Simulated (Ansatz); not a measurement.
Input and output for C₂H₄AlCl (`[AlH2]/[CH]=C/Cl`).

```yaml
crystal:
  periodic: [false, false, false]
  atoms:
    - {symbol: Al, position_ang: [-0.144687, 1.525706, -0.223513]}
    - {symbol: C, position_ang: [0.369555, -0.323842, -0.469180]}
    - {symbol: C, position_ang: [-0.042328, -1.206568, 0.436192]}
    - {symbol: Cl, position_ang: [0.311075, -2.898343, 0.393736]}
    - {symbol: H, position_ang: [0.301924, 2.644002, -1.252766]}
    - {symbol: H, position_ang: [-1.028479, 1.854083, 1.052431]}
    - {symbol: H, position_ang: [0.972052, -0.697676, -1.294342]}
    - {symbol: H, position_ang: [-0.647113, -0.954460, 1.301543]}
basis:
  gaussian: {orbitals: cc-pVTZ, final_grid: {core_spheres: 8, valence_spheres: 7, degree: 23}}
hamiltonian: {xc: {name: PBE0-DH}}
scf: {lower_state_search: off}
```

```sh
$ ansatz run in.yaml --threads 2 --pin off --events-out ev --progress --plain --max-ram 4352MiB
```

Output, abridged:

```
Functional definition: PBE0-DH
1069 factors; integrals over basis functions are off by at most 9.1e-4 eV
mean field evaluation 1: about -21242.1678 eV, gradient 3.9e1 eV
mean field evaluation 2: about -21242.3009 eV, gradient 3.9e1 eV
mean field evaluation 4: about -21245.8240 eV, gradient 3.6e0 eV
mean field evaluation 8: about -21245.8674 eV, gradient 5.3e-1 eV
mean field evaluation 16: about -21245.8681 eV, gradient 9.5e-5 eV
mean field -21245.86811725 eV, -780.7712523421 hartree, gradient 3.8e-6 eV, S^2 0.000000; 0 other end points of the search recorded, 0 dependent functions left out
12 core orbitals not correlated: weight in the atoms' cores, before any rotation towards them, 1.000 or more for the frozen orbitals, at most 0.000 for the correlated occupied ones
reference -21245.86814408 eV, -780.7712533283 hartree; 11, 11 occupied and 161, 161 virtual orbitals, 1069 factors
second order -19.92106350 eV of doubles, -0.00000000 eV of singles
Total energy: -21248.35827702 eV, -780.8627640259 hartree
Checks for a lower state left out: stability, starts, cluster_reference, orbital_swaps, neighbouring_geometries, increment
```

It took 1.6 s on 2 threads of an Arm Neoverse V2 on a shared host, with 0.35 GiB of host memory at the peak.
